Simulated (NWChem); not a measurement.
Everything below was run with NWChem. System: Te, charge 0, spin multiplicity 3. Its SCF solution wasn't tested for a lower state. Level: UPBE/def2-TZVPD with def2 effective core potentials on Te.

The NWChem input:

```
start mol
memory heap 200 mb stack 900 mb global 1100 mb
geometry units angstroms nocenter noautoz
  Te     0.000000     0.000000     0.000000
  symmetry group D2h
end
basis spherical
  * library def2-tzvpd
end
ecp
  Te library def2-ecp
end
dft
  xc xpbe96 cpbe96
  odft
  mult 3
  semidirect memsize 60000000 filesize 0
  iterations 100
end
task dft energy
```

Part of the output:

```
             Northwest Computational Chemistry Package (NWChem) 7.3.0
             --------------------------------------------------------

                                NWChem Input Module
                                -------------------

 Scaling coordinates for geometry "geometry" by  1.889725989
 (inverse scale =  0.529177249)

                             Geometry "geometry" -> ""
                             -------------------------

 Output coordinates in angstroms (scale by  1.889725989 to convert to a.u.)

  No.       Tag          Charge          X              Y              Z
 ---- ---------------- ---------- -------------- -------------- --------------
    1 Te                  52.0000     0.00000000     0.00000000     0.00000000

 Effective nuclear repulsion energy (a.u.)       0.0000000000

            Nuclear Dipole moment (a.u.)
            ----------------------------
        X                 Y               Z
 ---------------- ---------------- ----------------
     0.0000000000     0.0000000000     0.0000000000

      Symmetry information
      --------------------

 Group name             D2h
 Group number             26
 Group order               8
 No. of unique centers     1

      Symmetry unique atoms

     1


 Summary of "ao basis" -> "" (spherical)
 ------------------------------------------------------------------------------
       Tag                 Description            Shells   Functions and Types
 ---------------- ------------------------------  ------  ---------------------
 *                         def2-tzvpd                 on all atoms

 Summary of "ao basis" -> "ao basis" (spherical)
 ------------------------------------------------------------------------------
       Tag                 Description            Shells   Functions and Types
 ---------------- ------------------------------  ------  ---------------------
 Te                        def2-tzvpd               19       59   7s6p4d2f

 Summary of "ao basis" -> "ao basis" (spherical)
 ------------------------------------------------------------------------------
[...]
     5      0.849802  1 Te s                  2      0.697089  1 Te s
     3     -0.592761  1 Te s                  6      0.423961  1 Te s
     1     -0.416345  1 Te s                  4     -0.384020  1 Te s

 Vector   11  Occ=1.000000D+00  E=-1.928548D-01  Symmetry=b2u
              MO Center=  4.6D-16, -4.9D-16,  4.7D-16, r^2= 2.4D+00
   Bfn.  Coefficient  Atom+Function         Bfn.  Coefficient  Atom+Function
  ----- ------------  ---------------      ----- ------------  ---------------
    18      0.522921  1 Te py                12     -0.433244  1 Te py
    15      0.367196  1 Te py                21      0.299543  1 Te py
     9     -0.069567  1 Te py

 Vector   12  Occ=0.000000D+00  E=-1.850805D-01  Symmetry=b3u
              MO Center= -1.6D-15, -1.2D-15, -1.5D-15, r^2= 2.4D+00
   Bfn.  Coefficient  Atom+Function         Bfn.  Coefficient  Atom+Function
  ----- ------------  ---------------      ----- ------------  ---------------
    17      0.511208  1 Te px                11     -0.439437  1 Te px
    14      0.382189  1 Te px                20      0.301323  1 Te px
     8     -0.070503  1 Te px

 Vector   13  Occ=0.000000D+00  E=-1.850781D-01  Symmetry=b1u
              MO Center= -2.0D-15,  4.0D-16,  2.3D-15, r^2= 2.4D+00
   Bfn.  Coefficient  Atom+Function         Bfn.  Coefficient  Atom+Function
  ----- ------------  ---------------      ----- ------------  ---------------
    19      0.511206  1 Te pz                13     -0.439436  1 Te pz
    16      0.382188  1 Te pz                22      0.301325  1 Te pz
    10     -0.070503  1 Te pz

 Vector   14  Occ=0.000000D+00  E= 1.090938D-02  Symmetry=ag
              MO Center= -2.8D-16, -1.7D-14, -3.5D-16, r^2= 9.1D+00
   Bfn.  Coefficient  Atom+Function         Bfn.  Coefficient  Atom+Function
  ----- ------------  ---------------      ----- ------------  ---------------
     7      1.648906  1 Te s                  6     -1.057278  1 Te s
     2     -0.247141  1 Te s                  3      0.233763  1 Te s
     5     -0.216559  1 Te s                  1      0.147602  1 Te s
     4      0.093214  1 Te s                 45     -0.079323  1 Te d  2
    43     -0.045800  1 Te d  0

   alpha - beta orbital overlaps
   -----------------------------

   alpha      1      2      3      4      5      6      7      8      9     10
    beta      1      2      3      4      5      6      7      8      9     10
 overlap   1.000  1.000  1.000  1.000  1.000  1.000  1.000  1.000  1.000  0.999

   alpha     11     12     13     14     15     16     17     18     19     20
    beta     12     13     11     14     16     17     15     22     21     18
 overlap   0.999  0.999  0.999  0.984  0.998  0.998  1.000  0.997  0.997  0.999

   alpha     21     22     23     24     25     26     27     28     29     30
    beta     19     20     24     25     23     29     30     26     27     28
 overlap   0.999  0.984  0.998  0.998  1.000  0.997  0.997  0.999  0.999  0.987

   alpha     31     32     33     34     35     36     37     38     39     40
    beta     31     37     38     32     33     34     35     36     40     41
 overlap   0.988  1.000  1.000  1.000  1.000  0.999  0.999  0.999  1.000  1.000

   alpha     41     42     43     44     45     46     47     48     49     50
    beta     39     44     45     42     43     46     47     48     49     50
 overlap   1.000  1.000  1.000  1.000  1.000  1.000  1.000  1.000  1.000  1.000

   alpha     51     52     53     54     55     56     57     58     59
    beta     51     52     53     54     55     56     57     58     59
 overlap   1.000  1.000  1.000  1.000  1.000  1.000  1.000  1.000  1.000

     --------------------------
     Expectation value of S2:
     --------------------------
      <S2> =      2.0027 (Exact =     2.0000)

 Task  times  cpu:        2.3s     wall:        2.3s

 Total times  cpu:        2.4s     wall:        2.4s
```
